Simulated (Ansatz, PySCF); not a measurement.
Cr(OH)3 (CrH₃O₃), SMILES [OH][Cr]([OH])[OH] (connectivity only; charge and spin as stated), neutral, multiplicity 4. Atoms are numbered in the order given.

```xyz
7

Cr     0.0687    -0.0262     0.0000
O      0.1642    -0.8891     1.5278
H     -0.6375    -1.1198     2.0128
O      0.1642    -0.8891    -1.5278
H     -0.6375    -1.1198    -2.0128
O     -0.2301     1.7086     0.0000
H      0.5232     2.3125     0.0000
```
Charge 0, spin multiplicity 4.

Geometry optimised at PBE0-D3(BJ)/def2-SVP. The multiplicity is an assumed one; other spin states were not compared. Other conformers were not sampled.

Two levels are set side by side: PBE-D3(BJ)/def2-SVP (Ansatz, an electronic-structure program) and PBE0-D3(BJ)/def2-SVP (Ansatz). Each level has its own optimised geometry; the coordinates shown are those of the second. Frequencies come from the Hessian of PySCF at each geometry. Differences are taken from unrounded values.

```json
[
 {"quantity": "mean bond length (Å)", "PBE0-D3(BJ)": "1.362", "PBE-D3(BJ)": "1.375", "PBE-D3(BJ) minus PBE0-D3(BJ)": "0.013"},
 {"quantity": "bond Cr1–O2 (Å)", "PBE0-D3(BJ)": "1.757", "PBE-D3(BJ)": "1.770", "PBE-D3(BJ) minus PBE0-D3(BJ)": "0.013"},
 {"quantity": "bond Cr1–O4 (Å)", "PBE0-D3(BJ)": "1.757", "PBE-D3(BJ)": "1.770", "PBE-D3(BJ) minus PBE0-D3(BJ)": "0.013"},
 {"quantity": "bond Cr1–O6 (Å)", "PBE0-D3(BJ)": "1.760", "PBE-D3(BJ)": "1.772", "PBE-D3(BJ) minus PBE0-D3(BJ)": "0.012"},
 {"quantity": "bond O2–H3 (Å)", "PBE0-D3(BJ)": "0.965", "PBE-D3(BJ)": "0.979", "PBE-D3(BJ) minus PBE0-D3(BJ)": "0.014"},
 {"quantity": "bond O4–H5 (Å)", "PBE0-D3(BJ)": "0.965", "PBE-D3(BJ)": "0.979", "PBE-D3(BJ) minus PBE0-D3(BJ)": "0.014"},
 {"quantity": "bond O6–H7 (Å)", "PBE0-D3(BJ)": "0.965", "PBE-D3(BJ)": "0.979", "PBE-D3(BJ) minus PBE0-D3(BJ)": "0.014"},
 {"quantity": "highest harmonic wavenumber (cm⁻¹)", "PBE0-D3(BJ)": "3883", "PBE-D3(BJ)": "3671", "PBE-D3(BJ) minus PBE0-D3(BJ)": "-212"},
 {"quantity": "mean harmonic wavenumber (cm⁻¹)", "PBE0-D3(BJ)": "1169", "PBE-D3(BJ)": "1118", "PBE-D3(BJ) minus PBE0-D3(BJ)": "-51"},
 {"quantity": "zero-point energy (kcal/mol)", "PBE0-D3(BJ)": "25.07", "PBE-D3(BJ)": "23.97", "PBE-D3(BJ) minus PBE0-D3(BJ)": "-1.09"}
]
```

GGA bonds tend to be longer and softer than those of functionals with exact exchange. Differences between two approximate levels are no errors against the true value.
